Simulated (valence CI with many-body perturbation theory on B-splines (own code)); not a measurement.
**Dy51+: electric-dipole lines**

Computed by relativistic CI+MBPT: five valence electrons over a frozen Dirac-Fock core [Ne], a basis of 9 s, 9 p, 8 d, 6 f, 3 g, 1 h functions for each j, with the one-electron correlation potential Σ1, the two-electron term Σ2, the three-electron term Σ3, Breit, model QED; selected CI, second order for the rest (own B-spline code, finite nucleus).

The last digits are not significant, and no measured levels were compared; by estimate large intervals hold to a few tenths of a per cent, small ones and those within an open d or f shell to about a per cent. Among the levels kept, up to 610 cm⁻¹ of a level comes from second order outside the variational space, and about a tenth of that is noise between levels of different J, which matters for small intervals.

Lines 1 to 50 of 209 in falling wavelength, among levels below 650.22 eV, chosen from the strongest by gf and those to the six lowest levels. Wavelengths and rates use the calculated energies. Electric multipoles are in the length gauge, E1 and E2 with the static RPA response of the core. Weak lines are less certain than strong ones. Lines between different terms over intervals too small for the method are left out, as are lines whose strength nearly cancels. The highest levels of a list are the least certain.

Levels are named by their leading jj configuration (3d3/2^4 stands for four electrons in 3d with j = 3/2), which in mixed levels can hold well under half, so a name can repeat and another be missing. Letters in brackets count levels of one name in rising energy.

| λ vac (nm) | Upper | Lower | A (s⁻¹) | S (a.u.) with core polarisation | S without |
| --- | --- | --- | --- | --- | --- |
| 309.2 | (3s^2 3p1/2^2 3d3/2) J=3/2 | (3s^2 3p1/2 3p3/2^2) J=3/2 | 3.87e+01 | 2.26e-06 | 2.31e-06 |
| 193.4 | (3s^2 3p1/2 3p3/2^2) J=5/2 | (3s^2 3p1/2^2 3d3/2) J=3/2 | 1.57e+04 | 3.36e-04 | 3.41e-04 |
| 63.30 | (3s^2 3p1/2 3p3/2^2) J=1/2 | (3s^2 3p1/2^2 3d3/2) J=3/2 | 1.84e+01 | 4.60e-09 | 3.88e-09 |
| 24.24 | (3s^2 3p1/2^2 3d5/2) J=5/2 | (3s^2 3p1/2 3p3/2^2) J=5/2 | 6.17e+06 | 2.60e-04 | 2.65e-04 |
| 20.14 | (3s^2 3p1/2^2 3d5/2) J=5/2 | (3s^2 3p1/2 3p3/2^2) J=3/2 | 8.07e+06 | 1.95e-04 | 1.99e-04 |
| 12.50 | (3s 3p1/2^2 3p3/2 3d3/2) J=5/2 [a] | (3s^2 3p1/2 3p3/2 3d3/2) J=3/2 [b] | 1.37e+09 | 7.94e-03 | 8.08e-03 |
| 10.75 | (3s 3p1/2^2 3p3/2 3d3/2) J=7/2 | (3s^2 3p1/2 3p3/2 3d3/2) J=5/2 [b] | 5.03e+09 | 2.47e-02 | 2.51e-02 |
| 10.04 | (3s 3p1/2^2 3p3/2 3d3/2) J=3/2 [b] | (3s^2 3p1/2 3p3/2 3d3/2) J=1/2 [b] | 1.79e+09 | 3.58e-03 | 3.64e-03 |
| 10.04 | (3s 3p1/2^2 3p3/2 3d3/2) J=3/2 [b] | (3s^2 3p1/2 3p3/2 3d3/2) J=3/2 [b] | 3.75e+09 | 7.49e-03 | 7.62e-03 |
| 9.443 | (3s 3p1/2^2 3p3/2 3d3/2) J=3/2 [b] | (3s^2 3p1/2 3p3/2 3d3/2) J=5/2 [b] | 1.14e+09 | 1.90e-03 | 1.93e-03 |
| 9.368 | (3s 3p1/2^2 3p3/2 3d3/2) J=5/2 [a] | (3s^2 3p1/2 3p3/2 3d3/2) J=7/2 | 1.83e+09 | 4.45e-03 | 4.52e-03 |
| 9.368 | (3s 3p1/2^2 3p3/2 3d5/2) J=9/2 | (3s^2 3p1/2 3p3/2 3d5/2) J=9/2 | 7.32e+09 | 2.97e-02 | 3.02e-02 |
| 9.343 | (3s 3p1/2^2 3p3/2 3d5/2) J=7/2 [a] | (3s^2 3p1/2 3p3/2 3d5/2) J=5/2 [b] | 6.88e+09 | 2.22e-02 | 2.25e-02 |
| 9.319 | (3s 3p1/2^2 3p3/2 3d5/2) J=7/2 [a] | (3s^2 3p1/2 3p3/2 3d5/2) J=7/2 [b] | 4.68e+09 | 1.50e-02 | 1.52e-02 |
| 9.168 | (3s 3p1/2^2 3p3/2 3d3/2) J=5/2 [b] | (3s^2 3p1/2 3p3/2 3d3/2) J=3/2 [b] | 1.11e+09 | 2.53e-03 | 2.57e-03 |
| 9.143 | (3s 3p1/2^2 3p3/2^2) J=5/2 | (3s^2 3p1/2 3p3/2^2) J=5/2 | 6.76e+09 | 1.53e-02 | 1.56e-02 |
| 8.944 | (3s 3p1/2^2 3p3/2 3d3/2) J=1/2 [b] | (3s^2 3p1/2 3p3/2 3d3/2) J=1/2 [b] | 8.54e+09 | 6.03e-03 | 6.13e-03 |
| 8.938 | (3s 3p1/2^2 3p3/2 3d3/2) J=1/2 [b] | (3s^2 3p1/2 3p3/2 3d3/2) J=3/2 [b] | 2.95e+09 | 2.08e-03 | 2.11e-03 |
| 8.824 | (3s 3p1/2^2 3p3/2 3d3/2) J=5/2 [a] | (3s^2 3p1/2 3p3/2 3d3/2) J=3/2 [a] | 2.20e+09 | 4.48e-03 | 4.56e-03 |
| 8.814 | (3s 3p1/2^2 3p3/2 3d3/2) J=7/2 | (3s^2 3p1/2 3p3/2 3d3/2) J=7/2 | 9.43e+09 | 2.55e-02 | 2.59e-02 |
| 8.711 | (3s 3p1/2^2 3p3/2 3d3/2) J=3/2 [a] | (3s^2 3p1/2 3p3/2 3d3/2) J=1/2 [a] | 2.09e+09 | 2.73e-03 | 2.78e-03 |
| 8.703 | (3s 3p1/2^2 3p3/2 3d3/2) J=3/2 [a] | (3s^2 3p1/2 3p3/2 3d3/2) J=3/2 [a] | 6.85e+09 | 8.92e-03 | 9.07e-03 |
| 8.673 | (3s 3p1/2^2 3p3/2 3d3/2) J=5/2 [a] | (3s^2 3p1/2 3p3/2 3d3/2) J=5/2 [a] | 9.79e+09 | 1.89e-02 | 1.92e-02 |
| 8.670 | (3s 3p1/2^2 3p3/2 3d3/2) J=5/2 [b] | (3s^2 3p1/2 3p3/2 3d3/2) J=5/2 [b] | 5.02e+09 | 9.69e-03 | 9.85e-03 |
| 8.632 | (3s 3p1/2^2 3p3/2 3d5/2) J=9/2 | (3s^2 3p1/2 3p3/2 3d5/2) J=7/2 [a] | 1.84e+10 | 5.85e-02 | 5.95e-02 |
| 8.616 | (3s 3p1/2^2 3p3/2 3d3/2) J=1/2 [a] | (3s^2 3p1/2 3p3/2 3d3/2) J=1/2 [a] | 1.18e+10 | 7.43e-03 | 7.55e-03 |
| 8.611 | (3s 3p1/2^2 3p3/2 3d5/2) J=1/2 | (3s^2 3p1/2 3p3/2 3d5/2) J=1/2 | 2.08e+09 | 1.31e-03 | 1.34e-03 |
| 8.609 | (3s 3p1/2^2 3p3/2 3d3/2) J=1/2 [a] | (3s^2 3p1/2 3p3/2 3d3/2) J=3/2 [a] | 6.38e+09 | 4.02e-03 | 4.09e-03 |
| 8.556 | (3s 3p1/2^2 3p3/2 3d3/2) J=3/2 [a] | (3s^2 3p1/2 3p3/2 3d3/2) J=5/2 [a] | 8.18e+09 | 1.01e-02 | 1.03e-02 |
| 8.551 | (3s 3p1/2^2 3p3/2 3d5/2) J=5/2 [a] | (3s^2 3p1/2 3p3/2 3d5/2) J=5/2 [a] | 1.15e+10 | 2.14e-02 | 2.17e-02 |
| 8.490 | (3s 3p1/2^2 3p3/2^2) J=5/2 | (3s^2 3p1/2 3p3/2^2) J=3/2 | 1.09e+10 | 1.97e-02 | 2.00e-02 |
| 8.424 | (3s 3p1/2^2 3p3/2 3d5/2) J=1/2 | (3s^2 3p1/2 3p3/2 3d5/2) J=3/2 [b] | 2.01e+10 | 1.18e-02 | 1.20e-02 |
| 8.422 | (3s 3p1/2 3p3/2^3) J=5/2 | (3s^2 3p3/2^3) J=3/2 | 1.16e+10 | 2.04e-02 | 2.08e-02 |
| 8.403 | (3s 3p1/2^2 3p3/2 3d5/2) J=7/2 [b] | (3s^2 3p1/2 3p3/2 3d5/2) J=5/2 [b] | 6.55e+09 | 1.54e-02 | 1.56e-02 |
| 8.384 | (3s 3p1/2^2 3p3/2 3d5/2) J=7/2 [b] | (3s^2 3p1/2 3p3/2 3d5/2) J=7/2 [b] | 3.52e+09 | 8.19e-03 | 8.33e-03 |
| 8.344 | (3s 3p1/2^2 3p3/2^2) J=3/2 | (3s^2 3p1/2 3p3/2^2) J=1/2 | 9.33e+05 | 1.07e-06 | 1.10e-06 |
| 8.340 | (3s 3p1/2^2 3p3/2 3d5/2) J=5/2 [a] | (3s^2 3p1/2 3p3/2 3d5/2) J=3/2 [a] | 1.62e+10 | 2.79e-02 | 2.84e-02 |
| 8.312 | (3s 3p1/2^2 3p3/2^2) J=1/2 | (3s^2 3p1/2 3p3/2^2) J=1/2 | 2.35e+10 | 1.33e-02 | 1.36e-02 |
| 8.245 | (3s 3p1/2^2 3p3/2 3d5/2) J=3/2 [b] | (3s^2 3p1/2 3p3/2 3d5/2) J=1/2 | 1.43e+10 | 1.58e-02 | 1.61e-02 |
| 8.195 | (3s 3p1/2^2 3p3/2 3d3/2) J=7/2 | (3s^2 3p1/2 3p3/2 3d3/2) J=5/2 [a] | 2.43e+09 | 5.29e-03 | 5.38e-03 |
| 8.073 | (3s 3p1/2^2 3p3/2 3d5/2) J=3/2 [b] | (3s^2 3p1/2 3p3/2 3d5/2) J=3/2 [b] | 1.77e+10 | 1.84e-02 | 1.87e-02 |
| 8.072 | (3s 3p1/2^2 3p3/2 3d5/2) J=3/2 [a] | (3s^2 3p1/2 3p3/2 3d5/2) J=5/2 [a] | 1.85e+10 | 1.92e-02 | 1.95e-02 |
| 8.046 | (3s 3p1/2^2 3p3/2 3d5/2) J=7/2 [a] | (3s^2 3p1/2 3p3/2 3d5/2) J=9/2 | 5.39e+09 | 1.11e-02 | 1.13e-02 |
| 7.884 | (3s 3p1/2^2 3p3/2 3d5/2) J=3/2 [a] | (3s^2 3p1/2 3p3/2 3d5/2) J=3/2 [a] | 6.23e+09 | 6.03e-03 | 6.13e-03 |
| 7.864 | (3s^2 3p3/2^3) J=3/2 | (3s^2 3p1/2^2 3d5/2) J=5/2 | 2.05e+06 | 1.97e-06 | 2.00e-06 |
| 7.786 | (3s 3p1/2^2 3p3/2 3d5/2) J=5/2 [b] | (3s^2 3p1/2 3p3/2 3d5/2) J=5/2 [b] | 1.00e+10 | 1.40e-02 | 1.42e-02 |
| 7.770 | (3s 3p1/2^2 3p3/2 3d5/2) J=5/2 [b] | (3s^2 3p1/2 3p3/2 3d5/2) J=7/2 [b] | 2.60e+10 | 3.61e-02 | 3.67e-02 |
| 7.664 | (3s 3p1/2^2 3p3/2^2) J=3/2 | (3s^2 3p1/2 3p3/2^2) J=5/2 | 2.56e+10 | 2.28e-02 | 2.32e-02 |
| 7.527 | (3s 3p1/2^2 3p3/2 3d3/2) J=3/2 [b] | (3s^2 3p1/2 3p3/2 3d3/2) J=1/2 [a] | 5.16e+09 | 4.35e-03 | 4.42e-03 |
| 7.521 | (3s 3p1/2^2 3p3/2 3d3/2) J=3/2 [b] | (3s^2 3p1/2 3p3/2 3d3/2) J=3/2 [a] | 4.28e+09 | 3.59e-03 | 3.65e-03 |
